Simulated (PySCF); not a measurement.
CH12Si5, SMILES [Si]1([SiH3])([SiH2]C[SiH2]1)[SiH3].

Coordinates come from a B3LYP-D3(BJ)/def2-SVP optimisation. This is a generated structure with no PubChem entry under its InChIKey; it may be hypothetical.

Two levels are set side by side: TDA-PBE/def2-SVPD (PySCF) and TDA-PBE0/def2-SVPD (PySCF). Vertical, same geometry. The lowest singlet is HOMO→LUMO 91 % with PBE and HOMO→LUMO 98 % with the other functional; states are paired by order. Differences are taken from unrounded values.

```json
[
 {"quantity": "lowest singlet excitation (eV)", "TDA-PBE": "5.07"},
 {"quantity": "lowest triplet excitation (TDA) (eV)", "TDA-PBE": "4.62"}
]
```

### Question
These are the TDA-PBE values. What does TDA-PBE0 give? (An estimate is asked for; the answer gives what the named calculation found.)

### Answer

| quantity | TDA-PBE0 | TDA-PBE minus TDA-PBE0 |
|---|---|---|
| lowest singlet excitation (eV) | 5.43 | -0.36 |
| lowest triplet excitation (TDA) (eV) | 4.87 | -0.25 |

Functionals without exact exchange tend to place singlet excitations lower, as here. Differences between two approximate levels are no errors against the true value.

Rough cost on one machine, each run with all the roots and properties that it gave: TDA-PBE0 against TDA-PBE about 3 times.
